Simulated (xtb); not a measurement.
xtb input:

```bash
xtb mol.xyz --gfn 2 --sp --chrg 0 --uhf 0
```
mol.xyz:
```
3

Sn     0.01209984     0.00190892     1.19584547
I      1.06306760    -1.83529781    -0.57196393
I     -1.07448255     1.83349694    -0.55619218
```

**Question.** Predict the final energy.

**Answer.** -9.91076 Eh (GFN2-xTB).
